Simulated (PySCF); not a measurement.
MoO₂FBr, SMILES [O]=[Mo](=[O])([F])[Br], multiplicity 1. Coordinates come from a PBE-D3(BJ)/def2-SVP optimisation. The spin state was assumed, not searched. The structure was generated by enumeration; whether it is a known compound was not checked. The def2 effective core potentials stand for the cores of Mo; spin–orbit coupling is left out.

Give the equilibrium geometry at PBE-D3(BJ)/def2-SVP (PySCF confirms it by a frequency run) as a Z-matrix, and its point group. (The exact figures need the calculation; the answer reports its results.)

point group Cs.
```
Mo
O 1 1.6873
O 1 1.6873 2 106.46
F 1 1.8529 2 110.09 3 -119.30
Br 1 2.4147 2 108.94 3 117.33
```
